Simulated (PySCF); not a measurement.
Species: C4H9ClOSi.
Z-matrix (Å and degrees, GFN2-xTB geometry), rows numbered from 1:
```
C 
O   1  1.4096
C   2  1.3943  1  113.81
C   3  1.4957  2  119.19  1   -79.21
C   3  1.4939  2  114.39  1  -147.88
Si  5  1.8838  3  113.51  4  -110.00
Cl  6  2.0245  5  106.65  3  -175.14
H   1  1.0961  2  111.03  3   -59.45
H   1  1.0953  2  111.40  3    61.93
H   1  1.0878  2  106.49  3  -178.56
H   3  1.0894  2  113.84  1    68.06
H   4  1.0798  3  118.33  5  -108.23
H   4  1.0793  3  117.81  5   107.65
H   5  1.0826  3  116.79  4   106.25
H   6  1.4577  5  111.82  3   -57.65
H   6  1.4611  5  110.90  3    68.57
```

Computed at PBE0/pcSseg-1 (PySCF, non-relativistic), with Q(17O) = −0.0256 b, Q(35Cl) = −0.0817 b: O2, 17O (I = 5/2): χzz = 11.88 MHz, η = 0.982; Cl7, 35Cl (I = 3/2): χzz = -39.32 MHz, η = 0.020.

(1) Find the zero-field quadrupole resonance frequencies of 17O at O2.

(2) Where would the pure quadrupole (NQR) lines of 35Cl at Cl7 fall for the rigid, isolated species?

(3) Apply the simplest Townes–Dailey estimate (no s hybridisation, no π bonding), ionic character = 1 − χzz/χ0, where χ0 is the coupling for one missing p electron along the bond: −109.74 MHz for 35Cl.

Results:

(1) From the eigenvalues of H = χ/[4I(2I − 1)] × [3Iz² − I(I + 1) + η(Ix² − Iy²)], steps between neighbouring levels, labelled as for η = 0: ±1/2↔±3/2 3.107 MHz, ±3/2↔±5/2 3.153 MHz (ether oxygen).

(2) From ν = (|χ|/2)√(1 + η²/3): ν = 19.66 MHz (silicon-bound chlorine). For 37Cl the ratio of quadrupole moments, 0.7881, gives 15.50 MHz.

(3) Cl7 on Si6: 1 − (-39.32)/(-109.74) = 0.64. In this model a purely covalent bond gives χ0 and a free halide ion gives zero; s hybridisation or π bonding, where present, is counted here as ionic character.

In a crystal, neighbours and librations shift these lines. GFN2-xTB bond lengths can be off by several hundredths of an ångström, more for odd bonds, and the gradients follow them. The basis is small and wasn't made for field gradients, so the couplings can be 20 % off.

These values come from a run that also computed NMR shieldings. On Arm Neoverse N1, one thread, shared host with 64 logical CPUs at a one-minute load of 58, this took 56 s of wall time (grids of density and orbitals included) and 0.81 GiB of memory at its peak.

One conformer stands for the species.
